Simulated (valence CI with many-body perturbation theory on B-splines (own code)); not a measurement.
# Xe13+: configurations and terms from energies and g

Level of theory: valence CI with perturbative core correlation (CI+MBPT): five valence electrons over a frozen Dirac-Fock core [Kr], radial functions for each j: 7 s, 7 p, 8 d, 6 f, 4 g, 1 h, with the one-electron correlation potential Σ1 (screened to all orders), the two-electron term Σ2, the three-electron term Σ3, Breit, model QED; selected single and double excitations, second order for the rest, scaled by the run's own slope (own B-spline code, finite nucleus).

No measured spectrum was set against this ion. As an estimate, terms of the open shell hold to 2 to 4 % of their energy, and close levels can change places. Among the levels kept, up to 1100 cm⁻¹ of a level comes from second order outside the variational space, and about a tenth of that is noise between levels of different J, which matters for small intervals. Excitations out of the core, of the other parity, are not computed and may begin above about 62.5 eV (a cautious bound); beyond it only levels of the ground parity were kept, without lifetimes.

```json
{"No.": "1", "J": "5/2", "Parity": "even", "E (cm⁻¹)": "0.0", "g": "1.949"}
{"No.": "4", "J": "11/2", "Parity": "even", "E (cm⁻¹)": "44649", "g": "1.232"}
{"No.": "7", "J": "9/2", "Parity": "even", "E (cm⁻¹)": "46313", "g": "1.169"}
{"No.": "9", "J": "7/2", "Parity": "even", "E (cm⁻¹)": "55652", "g": "1.321"}
{"No.": "12", "J": "11/2", "Parity": "even", "E (cm⁻¹)": "64301", "g": "0.984"}
{"No.": "15", "J": "13/2", "Parity": "even", "E (cm⁻¹)": "70004", "g": "1.076"}
```

Energies count from the lowest level. Strongly mixed levels and levels close to another of their J and parity are left out, so the numbers can have gaps.

Task: Give configuration and LS term of each level.

Result: 1: 4d5 6S; 4: 4d5 4G; 7: 4d5 4G; 9: 4d5 4D; 12: 4d5 2I; 15: 4d5 2I.
